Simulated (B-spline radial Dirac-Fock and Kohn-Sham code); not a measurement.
**Dipole and non-dipole photoemission parameters of N⁵⁺ 1s**

System: the N⁵⁺ ion, 1s2; threshold 544.4 eV (orbital energy of the model). Model: Dirac-Hartree-Slater photoionisation with a Latter tail; cross sections with all multipoles, angular parameters from the dipole term and its interference with E2. Program: a radial atomic solver.

For linearly polarised light dσ/dΩ = σ/(4π) [1 + β P₂(cos θ) + (δ + γ cos²θ) sin θ cos φ], with θ from the polarisation vector and φ the angle between the beam and the projection of the electron momentum on the plane normal to the polarisation.

| hν (eV) | σ (kb) | β | γ |
| --- | --- | --- | --- |
| 699 | 180 | 2.000 | 0.274 |
| 754 | 148 | 2.000 | 0.319 |
| 952 | 79.8 | 2.000 | 0.445 |
| 1000 | 69.9 | 2.000 | 0.471 |
| 1210 | 41.7 | 2.000 | 0.569 |
| 1220 | 40.8 | 2.000 | 0.573 |
| 1486.9 | 23.6 | 2.000 | 0.681 |
| 1740 | 15.2 | 2.000 | 0.767 |
| 2984.4 | 3.21 | 2.000 | 1.110 |
| 3240 | 2.51 | 2.000 | 1.170 |
| 4000 | 1.34 | 2.000 | 1.335 |
| 7910 | 0.164 | 2.000 | 2.009 |
| 8120 | 0.151 | 2.000 | 2.039 |
| 8920 | ? | ? | ? |
| 10500 | 0.0666 | 2.000 | 2.355 |
| 11900 | 0.0445 | 2.000 | 2.519 |
| 12000 | 0.0433 | 2.000 | 2.530 |
| 13300 | 0.0311 | 2.000 | 2.670 |

Task: Give the values at 8920 eV.

Result: σ = 0.112 kb, β = 2.000, γ = 2.151. For an s subshell δ is negligible.

Values without a named source are computed, but for edge energies of neutral atoms, which are taken from tables.
